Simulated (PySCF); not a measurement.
Structure problem from calculated spectra and properties.

Formula: C3H2ClN3O2Si.

* UV, first state: lowest singlet excitation: 5.22 eV (237 nm, f = 0.132) [TDDFT PBE0/def2-SVPD]
* 1H NMR: chemical shifts (computed TMS as zero) by class: 5.66 (2 H) ppm [GIAO PBE0/pcSseg-1]
* 13C NMR: chemical shifts (computed TMS as zero) by class: 175.5 (1 C), 160.4 (1 C), 112.5 (1 C) ppm [GIAO PBE0/pcSseg-1]
* Polarisability: 96.1 au [PBE0/def2-SVPD]
* Dipole: 2.37 D [PBE0/def2-SVPD]
* UV, strongest line: among the 6 lowest singlet transitions: S6 at 6.58 eV (188 nm, f = 0.156) [TDDFT PBE0/def2-SVPD]
* Rotational structure: rotational constants A, B, C: 3.612, 0.414, 0.373 GHz [GFN2-xTB]
* Triplet: lowest triplet excitation (Tamm–Dancoff): 3.58 eV [TDA PBE0/def2-SVPD]

Gas-phase values; electronic properties from PySCF, density fitting. Levels stand in brackets. NMR shifts are as computed; neighbouring signals can stand in another order in a measured spectrum. Isolated species at its GFN2-xTB geometry (one conformer only). Each NMR value is the plain mean over a class of atoms that symmetry, rotation or inversion makes alike.

Q: Give a SMILES that accounts for the data.

A: Numbering: `[N:1]#[C:2][c:3]1[n:4][c:5]([O:6][SiH2:7][Cl:8])[n:9][o:10]1`. Its formula, C3H2ClN3O2Si, gives 5 degrees of unsaturation: 1 ring and 4 π bonds in the structure found (Kekulé form). 3 carbons fall into 3 classes; from least to most shielded: aromatic carbon bearing oxygen [C5] (175.5 ppm), substituted aromatic carbon [C3] (160.4 ppm), nitrile carbon [C2] (112.5 ppm). All hydrogens form one class (5.66 ppm): Si–H hydrogen. S1 is mainly HOMO→LUMO (weight 0.95); the largest Löwdin shares of the orbital it empties are 0.33 on a pyridine-type nitrogen, 0.19 on the silyl ether oxygen, 0.12 on the aromatic carbon bearing oxygen and 0.11 on the ring oxygen, of the orbital it fills 0.21 on the substituted aromatic carbon, 0.18 on the nitrile nitrogen, 0.17 on a pyridine-type nitrogen and 0.14 on the ring oxygen. The optimised geometry has point group Cs and is an asymmetric top. Structure: `N#Cc1nc(O[SiH2]Cl)no1`. The assignments are read from this structure; whether some other isomer fits the data as well wasn't checked.

Shape of the structure used: `[N:1]#[C:2][c:3]1[n:4][c:5]([O:6][SiH2:7][Cl:8])[n:9][o:10]1`: N4–C5–O6–Si7 -1°, C5–O6–Si7–Cl8 -179°.
